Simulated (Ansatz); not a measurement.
Consider the ligand exchange at the Se–C bond: `C[SiH2][Se]C` + `C[SeH]` → `C[SiH2][Se][Se]C` + CH₄.

Gas-phase electronic energies from Ansatz, PBE0-D4/def2-TZVP geometries. CCSD(T)/CBS is the MP2 limit (def2-TZVPP, def2-QZVPP) plus CCSD(T) − MP2 in def2-TZVPP, frozen cores. This one scheme is used for every species. DFT in def2-TZVPP. For Se outer-core shells are correlated without core-valence functions, which leaves a few kJ/mol of doubt a bond. Scalar relativity is left out up to krypton. One conformer a species, not always the lowest.

`C[SiH2][Se]C`:

Cartesian coordinates in Å:
```
C -0.594 -1.357 -1.013
Si 1.005 -0.743 -0.265
Se 0.714 0.247 1.760
C -0.343 1.771 1.129
H -1.293 -0.532 -1.173
H -0.403 -1.828 -1.981
H -1.070 -2.087 -0.357
H 1.645 0.229 -1.195
H 1.941 -1.868 -0.008
H -1.307 1.438 0.748
H 0.205 2.316 0.363
H -0.500 2.416 1.991
```

`C[SeH]`:

Cartesian coordinates in Å:
```
C -0.381 -0.066 0.386
Se 1.230 -0.535 -0.606
H -0.265 0.902 0.867
H -0.497 -0.835 1.148
H -1.249 -0.074 -0.269
H 1.162 0.608 -1.526
```

`C[SiH2][Se][Se]C`:

```xyz
13

C    -0.270    1.382    1.916
Si    1.029    0.748    0.741
Se    0.509    1.194   -1.442
Se   -1.387   -0.169   -1.468
C    -0.553   -1.859   -1.953
H    -0.009    1.123    2.946
H    -0.361    2.467    1.840
H    -1.237    0.933    1.680
H     1.206   -0.721    0.890
H     2.340    1.418    0.968
H    -0.081   -1.773   -2.929
H     0.172   -2.147   -1.195
H    -1.359   -2.594   -1.993
```

CH₄:

Cartesian coordinates in Å:
```
C 0.000 0.000 0.000
H -0.806 -0.099 -0.727
H 0.042 1.028 0.358
H 0.948 -0.259 -0.471
H -0.184 -0.670 0.840
```

```
          level  ΔE (kcal/mol)
    LDA (SPW92)          -19.0
        ωB97X-V          -17.4
           BLYP          -18.5
          BHLYP          -17.4
  CCSD/def2-SVP          -16.4
CCSD/def2-TZVPP          -16.3
 MP2/def2-QZVPP          -19.2
 CCSD/CBS(def2)          -17.9
```

Problem. What does CCSD(T)/CBS give? (Estimate.)

Solution. Ansatz gave: -18.6 kcal/mol. The listed levels differ from it by -0.4, 1.2, 0.1, 1.2, 2.2, 2.3, -0.6, 0.7 kcal/mol.

Problem. What do rigid-rotor, harmonic-oscillator terms from PBE0-D4/def2-TZVP frequencies (298.15 K, 1 bar) make of the CCSD(T)/CBS value? (An estimate is asked.)

Solution. Computed: ΔZPE = +0.7 kcal/mol, ΔH = -17.3 kcal/mol, ΔS = -31 J/(mol·K), ΔG = -15.1 kcal/mol.

Largest T1 diagnostic among the species: 0.010.

From BLYP to BHLYP (50 % exact exchange), in def2-TZVPP and without D4, ΔE moves by +1.1 kcal/mol. At CCSD(T), def2-SVP lies +1.7 kcal/mol from the extrapolated value and def2-TZVPP +1.7 kcal/mol. In def2-TZVPP, CCSD(T) changes the Hartree–Fock value by −1.2 kcal/mol (the triples alone add −0.7 kcal/mol) and MP2 by −2.5 kcal/mol.
